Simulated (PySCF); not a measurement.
Potential energy surface of H3S (cation, charge +1), singlet: map of symmetric stretch and umbrella angle. Scanned: S-H bond length and angle between the S-H bonds and the threefold axis (90 = planar).

Cartesian coordinates as functions of the variables (Å; names that start with a are angles):
```
S  0  0  0
H  r*sin(a)*cos(0*2*pi/3+0)  r*sin(a)*sin(0*2*pi/3+0)  0+r*cos(a)
H  r*sin(a)*cos(1*2*pi/3+0)  r*sin(a)*sin(1*2*pi/3+0)  0+r*cos(a)
H  r*sin(a)*cos(2*2*pi/3+0)  r*sin(a)*sin(2*2*pi/3+0)  0+r*cos(a)
```

Method: RHF/cc-pVDZ in PySCF.

Energy in eV above the lowest grid point; x is the S-H bond length (Å), y the angle between the S-H bonds and the threefold axis (90 = planar) (°).

| y \ x | 1.19 | 1.25 | 1.31 | 1.38 | 1.44 | 1.50 | 1.56 | 1.63 | 1.69 |
|---|---|---|---|---|---|---|---|---|---|
| 130 | 1.877 | 0.894 | 0.419 | 0.339 | 0.567 | 0.991 | 1.556 | 2.338 | 3.078 |
| 126 | 1.565 | 0.609 | 0.158 | 0.104 | 0.350 | 0.791 | 1.370 | 2.168 | 2.920 |
| 122 | 1.404 | 0.468 | 0.036 | 0.000 | 0.260 | 0.712 | 1.301 | 2.109 | 2.868 |
| 118 | 1.377 | 0.457 | 0.040 | 0.017 | 0.287 | 0.746 | 1.342 | 2.155 | 2.918 |
| 114 | 1.462 | 0.557 | 0.152 | 0.140 | 0.417 | 0.882 | 1.481 | 2.296 | 3.059 |
| 110 | 1.633 | 0.742 | 0.349 | 0.348 | 0.631 | 1.100 | 1.702 | 2.516 | 3.277 |
| 106 | 1.858 | 0.982 | 0.600 | 0.610 | 0.901 | 1.375 | 1.978 | 2.793 | 3.552 |
| 102 | 2.098 | 1.235 | 0.866 | 0.889 | 1.188 | 1.669 | 2.277 | 3.094 | 3.852 |
| 98 | 2.311 | 1.461 | 1.103 | 1.139 | 1.447 | 1.936 | 2.551 | 3.374 | 4.135 |
| 94 | 2.457 | 1.616 | 1.268 | 1.313 | 1.629 | 2.126 | 2.748 | 3.577 | 4.343 |
| 90 | 2.509 | 1.672 | 1.327 | 1.376 | 1.695 | 2.195 | 2.820 | 3.653 | 4.421 |

Points that lie below all their neighbours on the grid: x = 1.38, y = 122 (0.000 eV).
